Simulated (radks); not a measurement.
The numbers below are computed, except where a source is named.
All-electron atom: the iron ion Fe10+ in [Ne] 3s2 3p4. Code: a radial shooting solver on a logarithmic mesh with Libxc functionals. Model: scalar-relativistic Kohn-Sham, PBE, spin-polarised, spherical densities, point nucleus; open shells are filled with parallel spins first.

X-ray form factor f0, the Fourier transform of the density (f0(0) = 16):

| sin(theta)/lambda (1/angstrom) | f0 (electrons) |
|---|---|
| 0.05 | 15.923 |
| 0.1 | 15.695 |
| 0.15 | 15.329 |
| 0.2 | 14.843 |
| 0.25 | 14.261 |
| 0.3 | 13.610 |
| 0.4 | 12.209 |
| 0.5 | 10.829 |
| 0.6 | 9.602 |
| 0.8 | 7.778 |
| 1 | 6.634 |
| 1.25 | 5.634 |
| 1.5 | 4.758 |
| 2 | 3.223 |
